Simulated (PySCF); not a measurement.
## Optical rotation: `C([C@@H]1[C@H](CC)C1)[O-]`, [C6H11O]-, charge -1

Molfile (atoms numbered from 1):
```
C6H11O
     RDKit          3D

 18 18  0  0  0  0  0  0  0  0999 V2000
    2.0418    0.5959    0.6767 C   0  0  0  0  0  0  0  0  0  0  0  0
    1.0715    0.4893   -0.4937 C   0  0  0  0  0  0  0  0  0  0  0  0
    0.2821   -0.7964   -0.4443 C   0  0  2  0  0  0  0  0  0  0  0  0
   -0.9451   -0.9262   -1.3001 C   0  0  0  0  0  0  0  0  0  0  0  0
   -1.0805   -0.7875    0.1833 C   0  0  2  0  0  0  0  0  0  0  0  0
   -1.6950    0.5339    0.7498 C   0  0  0  0  0  0  0  0  0  0  0  0
   -1.5449    1.6115    0.0312 O   0  0  0  0  0  0  0  0  0  0  0  0
    2.5889    1.5378    0.6432 H   0  0  0  0  0  0  0  0  0  0  0  0
    1.4896    0.5520    1.6120 H   0  0  0  0  0  0  0  0  0  0  0  0
    2.7669   -0.2229    0.6657 H   0  0  0  0  0  0  0  0  0  0  0  0
    1.6261    0.5644   -1.4385 H   0  0  0  0  0  0  0  0  0  0  0  0
    0.3174    1.2913   -0.4363 H   0  0  0  0  0  0  0  0  0  0  0  0
    0.8866   -1.6997   -0.3236 H   0  0  0  0  0  0  0  0  0  0  0  0
   -1.1601   -1.8720   -1.7865 H   0  0  0  0  0  0  0  0  0  0  0  0
   -1.2322   -0.0486   -1.8614 H   0  0  0  0  0  0  0  0  0  0  0  0
   -1.3686   -1.6740    0.7491 H   0  0  0  0  0  0  0  0  0  0  0  0
   -2.7952    0.2516    0.9454 H   0  0  0  0  0  0  0  0  0  0  0  0
   -1.2581    0.6059    1.8165 H   0  0  0  0  0  0  0  0  0  0  0  0
  1  2  1  0
  2  3  1  0
  3  4  1  0
  4  5  1  0
  5  6  1  0
  6  7  1  0
  5  3  1  0
  1  8  1  0
  1  9  1  0
  1 10  1  0
  2 11  1  0
  2 12  1  0
  3 13  1  1
  4 14  1  0
  4 15  1  0
  5 16  1  1
  6 17  1  0
  6 18  1  0
M  CHG  1   7  -1
M  END
```

Computed with PySCF, TDDFT CAM-B3LYP/aug-cc-pVDZ circular dichroism and optical rotation, one conformer, gas phase. Geometry: GFN2-xTB.

The molecule is flexible and this is one conformer; a measurement averages over conformers. For a gas-phase anion, states above the detachment energy (about 1.4 eV, taken as minus the energy of the highest occupied orbital) lie in the continuum and depend on the basis.

Stereocentres: C3 R, C5 S.

Give the optical rotatory dispersion at 633, 589.3, 546 nm.

[α] in deg dm⁻¹ (g/mL)⁻¹:
| λ (nm) | origin-invariant length gauge | modified velocity gauge | length gauge (centre of mass) | isotropic polarisability (au) |
| --- | --- | --- | --- | --- |
| 633 | +455.6 | +413.7 | +453.4 | 104.6 |
| 589.3 | +624.4 | +572.0 | +620.4 | 106.7 |
| 546 | +936.9 | +868.0 | +928.1 | 110.3 |

The shortest wavelength is close to the first absorption, where this undamped response comes out too large.

And for the mirror image at 589.3 nm?

-624.4 deg dm⁻¹ (g/mL)⁻¹ (origin-invariant length gauge): the same size and the opposite sign.

What is the molar rotation [Φ] = [α]·M/100 of the geometry above at 589.3 nm?

With M = 99.15 g/mol, +619.1 deg cm² dmol⁻¹ (origin-invariant length gauge).

The first excitation lies at 2.67 eV (465 nm) with R = +1.3 × 10⁻⁴⁰ esu² cm² (velocity form).
